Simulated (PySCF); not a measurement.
Match the calculated data to a structure.

All candidates are C3H9B.

* Dipole: 0.02 D [CAM-B3LYP/def2-SVPD]
* 1H NMR: chemical shifts (computed TMS as zero) by class: 0.86 (9 H) ppm [GIAO B3LYP/pcSseg-1]
* 13C NMR: chemical shifts (computed TMS as zero) by class: 15.8 (3 C) ppm [GIAO B3LYP/pcSseg-1]
* Rotational structure: rotational constants A, B, C: 7.281, 7.273, 3.898 GHz [PBE0-D3(BJ)/def2-SVP]
* XPS: B1s 195.5, C1s 289.9 (×3) eV [ΔSCF SCAN, pcX-2 on the ionised atom, pcseg-1 elsewhere, spin-free X2C]
* Couplings: largest of the computed one-bond spin–spin couplings (means over like bonds): 13C–1H +123.0 (×9), 13C–11B +50.3 (×3) Hz [B3LYP/pcJ-1, spin–dipole term left out for some pairs]
* UV, first state: lowest singlet excitation: 6.56 eV (189 nm, f = 0.000 summed over 2 states within 0.01 eV) [TDDFT CAM-B3LYP/def2-SVPD]

The electronic properties come from PySCF, for the isolated species, density fitting. Levels stand in brackets. Geometry: PBE0-D3(BJ)/def2-SVP; no solvent, vibrations or thermal averaging. NMR classes are plain means over equivalent atoms (diastereotopic ones count apart unless rotation or inversion swaps them), as if these changed places fast.

Question: Which candidate is it?
A. `[H]B([H])CCC`
B. `CB(C)C`
C. `CBCC`
D. `BCCC`
E. `[H]B([H])C(C)C`

Answer: B. It is `CB(C)C`. 3 carbons fall into 1 class: carbon bonded to B and 3 H (15.8 ppm, 3 C). All hydrogens form one class (0.86 ppm): hydrogen on carbon. The couplings run between: +123.0 Hz, carbon bonded to B and 3 H and its hydrogen (with 8 like pairs); +50.3 Hz, carbon bonded to B and 3 H and boron bonded to 3 C (with 2 like pairs). The core levels belong to: B1s 195.5 eV, boron bonded to 3 C; C1s 289.9 eV, carbon bonded to B and 3 H. By its constants the optimised geometry is a nearly oblate symmetric top.

The others, at the same levels:
- `[H]B([H])C(C)C` fails: its computed core binding energies are B1s 195.9, C1s 290.4, C1s 290.6 (×2) eV, lowest singlet excitation is 5.62 eV (220 nm, f = 0.006) (against 6.56 eV) and rotational constant A is 8.003 GHz (against 7.281 GHz).
- `[H]B([H])CCC` fails: its computed core binding energies are B1s 196.1, C1s 290.1, C1s 290.6, C1s 290.8 eV, lowest singlet excitation is 5.68 eV (218 nm, f = 0.001) (against 6.56 eV) and rotational constant A is 23.006 GHz (against 7.281 GHz).
- `BCCC` (C3H9B) fails: its computed core binding energies are B1s 196.2, C1s 290.2, C1s 290.5, C1s 290.6 eV, rotational constant A is 25.186 GHz (against 7.281 GHz) and smallest rotational constant is 3.456 GHz (against 3.898 GHz).
- `CBCC` (C3H9B) fails: its computed core binding energies are B1s 195.7, C1s 290.1, C1s 290.1, C1s 290.5 eV, lowest singlet excitation is 6.08 eV (204 nm, f = 0.002) (against 6.56 eV) and rotational constant A is 13.359 GHz (against 7.281 GHz).

Each candidate is one conformer, not necessarily the lowest. The conformers computed, where there is a choice (atom-mapped SMILES and torsion angles):
- `[BH2:1][CH2:2][CH2:3][CH3:4]`: B1–C2–C3–C4 -179°
- `[CH3:1][BH:2][CH2:3][CH3:4]`: C1–B2–C3–C4 -2°
